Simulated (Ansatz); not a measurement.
A nudged elastic band was laid between two geometries of BF2HO + FH (7 atoms, charge 0, multiplicity 1).

Theory: RKS B3LYP/6-31G* in Ansatz.

```
movable images  : 5
climbing image  : yes
spring          : 5.0 eV/Å²
optimiser       : quadratic models (default)
start path      : through a guess of the saddle point
force threshold : 0.05 eV/Å
iteration limit : 60
end points      : relaxed
```

Image 0:

```xyz
7
Properties=species:S:1:pos:R:3
B -0.063 -0.276 0.088
O -0.050 -0.289 1.458
H -0.942 -0.404 1.820
F 1.082 -0.182 -0.557
F -1.196 -0.419 -0.587
F 0.079 2.288 0.844
H 0.302 1.605 1.453
```

Image 6:

```xyz
7
Properties=species:S:1:pos:R:3
B 0.008 0.406 -0.132
O 0.038 0.030 1.688
H -0.818 -0.392 1.876
F 1.114 -0.211 -0.563
F -1.182 -0.164 -0.428
F 0.035 1.756 -0.053
H 0.018 0.897 2.129
```

(1) What changes between the two ends?

(2) What energy profile does the band end with?

(3) What is the geometry of the highest image?

(4) What are the harmonic wavenumbers there?

Results:

(1) Bonds broken: F6–H7. Bonds formed: B1–F6, O2–H7. BF2HO + FH becomes BF3H2O.

(2) The forces met the threshold. The highest image is number 3 of 0 to 6, 0.49 eV above the first end and 1.03 eV above the last; the last end lies 0.54 eV below the first. A vibrational analysis at the climbing image gives one clearly imaginary mode, 929i cm⁻¹: a first-order saddle point. The orbitals stay closed-shell, which can raise the energy where a bond breaks towards radicals; this wasn't checked here.

```tsv
image	path coordinate (Å)	energy (eV)	F6–H7 (Å)	B1–F6 (Å)	O2–H7 (Å)
0	0.00	0.00	0.94	2.68	1.93
1	0.37	0.03	0.95	2.37	1.88
2	0.74	0.21	0.97	2.00	1.64
3	1.11	0.49	1.12	1.66	1.30
4	1.46	-0.02	1.47	1.47	1.04
5	1.80	-0.45	1.90	1.38	0.98
6	2.15	-0.54	2.34	1.35	0.97
```

(3) 
```xyz
7
Properties=species:S:1:pos:R:3
B 0.003 0.140 0.113
O 0.010 -0.076 1.598
H -0.848 -0.413 1.902
F 1.134 -0.182 -0.510
F -1.172 -0.120 -0.477
F 0.065 1.763 0.458
H 0.021 1.210 1.434
```

(4) 929i, 275, 364, 391, 453, 524, 650, 786, 944, 1019, 1247, 1254, 1465, 2042, 3774 cm⁻¹.

Run time: 110 s on 1 thread of Arm Neoverse V1, on a shared host, peak memory 0.14 GiB.
